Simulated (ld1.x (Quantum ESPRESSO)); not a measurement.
# An all-electron radial function and its pseudo partner (N)

Columns: radius, all-electron u(r) and pseudo u(r) of the 2s shell (level -18.42 eV) of nitrogen in the configuration [He] 2s2 2p3; LDA (PZ), scalar-relativistic, TM scheme, ld1.x (Quantum ESPRESSO) 7.5.

```json
{"r (bohr)": "0.118", "all-electron": "0.3893", "pseudo": "-0.0892"}
{"r (bohr)": "0.235", "all-electron": "0.2190", "pseudo": "-0.1883"}
{"r (bohr)": "0.353", "all-electron": "-0.0873", "pseudo": "-0.3090"}
{"r (bohr)": "0.470", "all-electron": "-0.3738", "pseudo": "-0.4532"}
{"r (bohr)": "0.588", "all-electron": "-0.5984", "pseudo": "-0.6112"}
{"r (bohr)": "0.705", "all-electron": "-0.7507", "pseudo": "-0.7495"}
{"r (bohr)": "0.822", "all-electron": "-0.8414", "pseudo": "-0.8411"}
{"r (bohr)": "0.940", "all-electron": "-0.8832", "pseudo": "-0.8832"}
{"r (bohr)": "1.058", "all-electron": "-0.8881", "pseudo": "-0.8881"}
{"r (bohr)": "1.175", "all-electron": "-0.8671", "pseudo": "-0.8671"}
{"r (bohr)": "1.292", "all-electron": "-0.8292", "pseudo": "-0.8292"}
{"r (bohr)": "1.410", "all-electron": "-0.7803", "pseudo": "-0.7803"}
{"r (bohr)": "1.528", "all-electron": "-0.7254", "pseudo": "-0.7254"}
{"r (bohr)": "1.645", "all-electron": "-0.6686", "pseudo": "-0.6686"}
{"r (bohr)": "1.763", "all-electron": "-0.6112", "pseudo": "-0.6112"}
{"r (bohr)": "1.880", "all-electron": "-0.5559", "pseudo": "-0.5559"}
{"r (bohr)": "1.998", "all-electron": "-0.5027", "pseudo": "-0.5027"}
{"r (bohr)": "2.115", "all-electron": "-0.4531", "pseudo": "-0.4531"}
{"r (bohr)": "2.232", "all-electron": "-0.4070", "pseudo": "-0.4070"}
{"r (bohr)": "2.350", "all-electron": "-0.3642", "pseudo": "-0.3642"}
{"r (bohr)": "2.468", "all-electron": "-0.3251", "pseudo": "-0.3251"}
{"r (bohr)": "2.585", "all-electron": "-0.2898", "pseudo": "-0.2898"}
{"r (bohr)": "2.702", "all-electron": "-0.2579", "pseudo": "-0.2579"}
{"r (bohr)": "2.820", "all-electron": "-0.2288", "pseudo": "-0.2288"}
{"r (bohr)": "2.938", "all-electron": "-0.2028", "pseudo": "-0.2028"}
{"r (bohr)": "3.055", "all-electron": "-0.1796", "pseudo": "-0.1796"}
```

How many radial nodes do the two functions have?

The all-electron 2s function has n − l − 1 = 1; the pseudo-wave has 0, since the states of the same l below it are removed with the core.

At about which radius was the pseudo-wave matched?

0.95 bohr. The columns agree to 0.0005 from 0.82 bohr on; several derivatives are matched, so the curves merge somewhat inside the radius.

Where does each function peak?

Outermost all-electron maximum near 1.06 bohr, pseudo maximum near 1.06 bohr (to the table’s step).

Is the pseudo-wave norm-conserving?

Yes: the TM scheme keeps the norm inside the radius equal to the all-electron one, which fixes the energy derivative of the logarithmic derivative at the level.
